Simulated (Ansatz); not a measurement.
```xyz
2

C     0.0000    0.0000   -0.1615
H     0.0000    0.0000    0.9688
```

Basis set: def2-TZVP (spherical functions). Correlated methods keep 1 orbital frozen. Charge 0, multiplicity 2.

Computed with Ansatz (development build ahead of 0.2.0); each method stands on the lowest determinant of its kind that the runs found.

Task: Give the atomization energy at this shape (free ground-state atoms in the same class of orbitals less the molecule, no zero-point energy) of doublet CH by UHF-MP2, UHF.

Result:

```tsv
method	atomization energy
UHF-MP2	73.25 kcal/mol
UHF	58.34 kcal/mol
```

Caution: the unrestricted determinant is spin contaminated.
